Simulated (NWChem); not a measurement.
System: C$_{4}$H$_{9}$O, doublet; SMILES CCO[CH]C

Input file for NWChem:

```
start job
memory heap 200 mb stack 900 mb global 1100 mb
geometry units angstroms noautoz
  C     -0.340991     2.432538     0.008332
  C      0.482443     1.194352    -0.077290
  O     -0.232802     0.030831    -0.020676
  C      0.542940    -1.165356    -0.045069
  C     -0.399936    -2.350463     0.074983
  H     -1.153369     2.412890    -0.728941
  H     -0.809951     2.567009     0.999323
  H      0.278885     3.314220    -0.186730
  H      1.483483     1.160730     0.359695
  H      1.263979    -1.151222     0.787577
  H      1.117575    -1.210653    -0.981419
  H      0.166019    -3.288381     0.059126
  H     -1.112429    -2.361054    -0.756129
  H     -0.965192    -2.301256     1.011358
end
basis spherical
  * library 6-31g*
end
dft
  odft
  mult 2
  xc pbe0
  iterations 200
  convergence nolevelshifting
end
task dft gradient
```

Excerpt of the output:

```
             Northwest Computational Chemistry Package (NWChem) 7.3.0
             --------------------------------------------------------

 C1  symmetry detected

                             Geometry "geometry" -> ""
                             -------------------------

 Output coordinates in angstroms (scale by  1.889725989 to convert to a.u.)

  No.       Tag          Charge          X              Y              Z
 ---- ---------------- ---------- -------------- -------------- --------------
    1 C                    6.0000    -0.34255763     2.43133352     0.01148999
    2 C                    6.0000     0.48371819     1.19332678    -0.04406945
    3 O                    8.0000    -0.23395879     0.02995029    -0.03654873
    4 C                    6.0000     0.54153278    -1.16664249    -0.03300421
    5 C                    6.0000    -0.40676524    -2.35204255     0.02584978
    6 H                    1.0000    -1.11564609     2.41998933    -0.76704779
    7 H                    1.0000    -0.86218792     2.55608374     0.97818065
    8 H                    1.0000     0.28694166     3.31439205    -0.14212267
    9 H                    1.0000     1.46075515     1.15430406     0.44382747
   10 H                    1.0000     1.21846053    -1.16170404     0.83598417
   11 H                    1.0000     1.16389976    -1.20288089    -0.93873852
   12 H                    1.0000     0.15888082    -3.29027300     0.02970222
   13 H                    1.0000    -1.07523657    -2.35346182    -0.84112754
   14 H                    1.0000    -1.01976558    -2.31190330     0.93213519

 Effective nuclear repulsion energy (a.u.)     179.9853460329

                                 NWChem DFT Module
                                 -----------------

 Summary of "ao basis" -> "ao basis" (spherical)
 ------------------------------------------------------------------------------
       Tag                 Description            Shells   Functions and Types
 ---------------- ------------------------------  ------  ---------------------
 C                           6-31g*                  6       14   3s2p1d
 O                           6-31g*                  6       14   3s2p1d
 H                           6-31g*                  2        2   2s

            General Information
            -------------------
          SCF calculation type: DFT
          Wavefunction type:  spin polarized.
          No. of atoms     :    14
          No. of electrons :    41
           Alpha electrons :    21
            Beta electrons :    20
          Charge           :     0
          Spin multiplicity:     2
          Use of symmetry is: off; symmetry adaption is: off
          Maximum number of iterations: 200
          AO basis - number of functions:    88
                     number of shells:    48
          Convergence on energy requested:  1.00D-06
          Convergence on density requested:  1.00D-05
          Convergence on gradient requested:  5.00D-04

              XC Information
              --------------
                         PBE0 Method XC Functional
                     Hartree-Fock (Exact) Exchange  0.250
          PerdewBurkeErnzerhof Exchange Functional  0.750
            Perdew 1991 LDA Correlation Functional  1.000 local
           PerdewBurkeErnz. Correlation Functional  1.000 non-local

             Grid Information
             ----------------
          Grid used for XC integration:  medium
          Radial quadrature: Mura-Knowles
          Angular quadrature: Lebedev.
          Tag              B.-S. Rad. Rad. Pts. Rad. Cut. Ang. Pts.
          ---              ---------- --------- --------- ---------
          C                   0.70       49          13.0       434
          O                   0.60       49           9.0       434
          H                   0.35       45          13.0       434
          Grid pruning is: on
          Number of quadrature shells:   650
          Spatial weights used:  Erf1

      Superposition of Atomic Density Guess
      -------------------------------------

 Sum of atomic energies:        -229.87946168

      Non-variational initial energy
      ------------------------------

 Total energy =    -232.852018
 1-e energy   =    -666.483316
 2-e energy   =     253.645952
 HOMO         =      -0.074616
 LUMO         =       0.158913

[...]

                         DFT ENERGY GRADIENTS

    atom               coordinates                        gradient
                 x          y          z           x          y          z
   1 C      -0.647340   4.594554   0.021713   -0.001093   0.002674  -0.000373
   2 C       0.914095   2.255061  -0.083279    0.003754   0.003276  -0.000181
   3 O      -0.442118   0.056598  -0.069067   -0.004319   0.000406  -0.000066
   4 C       1.023349  -2.204635  -0.062369    0.004453  -0.003405  -0.000055
   5 C      -0.768675  -4.444716   0.048849   -0.002095  -0.003159   0.000101
   6 H      -2.108265   4.573117  -1.449510   -0.000518   0.000255  -0.000170
   7 H      -1.629299   4.830298   1.848493   -0.000568   0.000412   0.000619
   8 H       0.542241   6.263293  -0.268573    0.000102   0.000507   0.000060
   9 H       2.760427   2.181318   0.838712    0.000218   0.000034   0.000045
  10 H       2.302557  -2.195302   1.579781    0.000323  -0.000043   0.000074
  11 H       2.199452  -2.273115  -1.773959    0.000326  -0.000042  -0.000105
  12 H       0.300241  -6.217714   0.056129    0.000056  -0.000478   0.000016
  13 H      -2.031902  -4.447398  -1.589501   -0.000328  -0.000225  -0.000209
  14 H      -1.927078  -4.368864   1.761480   -0.000312  -0.000212   0.000244
```

Level: PBE0/6-31G* (spherical d), spin-unrestricted. All runs use the structure optimised with B3LYP/6-31G* (spherical d), spin-unrestricted. No stability test was run on the SCF state.
